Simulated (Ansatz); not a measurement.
Reaction (atomization): `ClC1(Cl)C[SiH2]1` → 2 C• + 2 Cl• + 4 H• + Si•

Calculated with Ansatz (gas phase, PBE0-D4/def2-TZVP geometries, no zero-point term in ΔE). CCSD(T)/CBS is the MP2 limit (def2-TZVPP, def2-QZVPP) plus CCSD(T) − MP2 in def2-TZVPP, frozen cores. This one scheme is used for every species, atoms too. Open shells (•) are unrestricted, without spin–orbit coupling. Spin–orbit coupling would lower the free atoms: a little for C, Cl, Si.

`ClC1(Cl)C[SiH2]1`:

Z-matrix (Å, degrees):
```
C
Cl 1 1.758
C 1 1.529 2 115.0
Cl 1 1.758 2 112.8 3 134.7
Si 1 1.861 2 119.9 3 -75.2
H 3 1.085 1 115.1 2 -0.4
H 3 1.085 1 115.0 2 134.3
H 5 1.475 1 118.2 2 -148.7
H 5 1.475 1 118.1 2 0.6
```

```csv
species,HF/def2-TZVPP energy (Eh)
`ClC1(Cl)C[SiH2]1`,-1285.99707
C•,-37.69248
Cl•,-459.47685
H•,-0.49981
Si•,-288.85084
```

Work out ΔE.

ΔE = 4 × (-0.49981) + 2 × (-37.69248) + 2 × (-459.47685) + (-288.85084) − (-1285.99707) = 0.80833 Eh = +22.00 eV. CCSD(T)/CBS gives +31.17 eV.

Largest T1 diagnostic among the species: 0.012.

In def2-TZVPP, CCSD(T) changes the Hartree–Fock value by +8.20 eV (the triples alone add +0.64 eV) and MP2 by +8.99 eV; breaking electron pairs costs correlation energy, which Hartree–Fock lacks. The D4 term adds +0.45 eV with B3LYP and +0.23 eV with PBE0; it sums over pairs of atoms, weighted by their polarisabilities, and B3LYP, whose exchange is more repulsive, gets the larger term. From PBE to PBE0 (25 % exact exchange), in def2-TZVPP and without D4, ΔE moves by −0.52 eV: exact exchange takes away binding that semilocal exchange gives to molecules.

B3LYP here is the variant with VWN-RPA as its local correlation; programs differ in this.

For atomizations the MP2-based limit and the directly extrapolated one differ by several kJ/mol either way, and by 10 to 25 for some Ge, Se and Sn compounds, so smaller differences from it don't rank the levels.
